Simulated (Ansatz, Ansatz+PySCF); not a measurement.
```yaml
atoms:
  - { symbol: Cu, position_ang: [0.0000, 0.0000, 0.0000] }
  - { symbol: Cl, position_ang: [0.0000, 0.0000, 2.1164] }
  - { symbol: Cl, position_ang: [0.0000, 0.0000, -2.1164] }
```

Basis set: def2-SVP (spherical functions). Left uncorrelated: 15 orbitals. Correlation on ROHF uses semicanonical orbitals with singles. Charge 0, multiplicity 2.

Computed with Ansatz (development build ahead of 0.2.0); each method stands on the lowest determinant of its kind that the runs found. Restricted functionals stand beside restricted open-shell atoms, which can lie above the unrestricted atoms usual in DFT and then raise those values.

Q: Give the atomization energy at this shape (free ground-state atoms in the same class of orbitals less the molecule, no zero-point energy) of doublet CuCl₂ by ωB97X (unrestricted), ωB97X (restricted open-shell), r²SCAN (unrestricted), r²SCAN (restricted open-shell), PBE0 (unrestricted), PBE0 (restricted open-shell), PBE (unrestricted), PBE (restricted open-shell), UHF-MP2, ROHF-MP2, UHF, ROHF.

A:

| method | atomization energy |
| --- | --- |
| ωB97X (unrestricted) | 147.52 kcal/mol |
| ωB97X (restricted open-shell) | 148.26 kcal/mol |
| r²SCAN (unrestricted) | 166.16 kcal/mol |
| r²SCAN (restricted open-shell) | 168.42 kcal/mol |
| PBE0 (unrestricted) | 147.29 kcal/mol |
| PBE0 (restricted open-shell) | 148.47 kcal/mol |
| PBE (unrestricted) | 163.80 kcal/mol |
| PBE (restricted open-shell) | 165.05 kcal/mol |
| UHF-MP2 | 113.23 kcal/mol |
| ROHF-MP2 | 112.49 kcal/mol |
| UHF | 123.24 kcal/mol |
| ROHF | 126.20 kcal/mol |
